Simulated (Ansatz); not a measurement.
GeH₁₀Si₃ (`[SiH3][GeH]([SiH3])[SiH3]`), relaxed with RKS PBE0-D4/def2-TZVP in Ansatz 0.2.0 from a PBE-D4/def2-SVP geometry. The force threshold is 0.005 eV/Å; the program also tests the step.

The species carries charge 0 and has multiplicity 1.

Start:

```xyz
14

Si    0.767    0.126   -2.116
Ge    0.410    0.515    0.220
Si    0.929   -1.474    1.447
Si   -1.883    1.110    0.571
H     0.433    1.354   -2.920
H     2.196   -0.261   -2.386
H    -0.130   -1.000   -2.559
H     1.326    1.676    0.703
H     0.039   -2.591    0.968
H     2.364   -1.874    1.230
H     0.697   -1.270    2.920
H    -2.163    1.332    2.034
H    -2.761   -0.009    0.076
H    -2.225    2.365   -0.186
```

Task: By how much does the energy fall, and how many steps does the optimiser take? (Best estimate.)

Result: Computed: 0.03 eV, in 5 steps.

Task: Which bonds change most? (Estimate.)

Result: Computed: Si1–H7 from 1.506 to 1.487 Å; Si3–H9 from 1.506 to 1.487 Å; Si4–H13 from 1.506 to 1.487 Å; Si3–H11 from 1.506 to 1.487 Å.

Task: Give the relaxed structure. (Estimate.)

Result: Ansatz gave: 
```xyz
14

Si    0.768    0.125   -2.113
Ge    0.393    0.497    0.206
Si    0.919   -1.468    1.439
Si   -1.878    1.103    0.574
H     0.446    1.345   -2.899
H     2.186   -0.248   -2.361
H    -0.106   -0.986   -2.577
H     1.303    1.647    0.684
H     0.044   -2.580    0.982
H     2.338   -1.858    1.224
H     0.694   -1.251    2.893
H    -2.131    1.333    2.021
H    -2.760    0.001    0.104
H    -2.218    2.341   -0.177
```
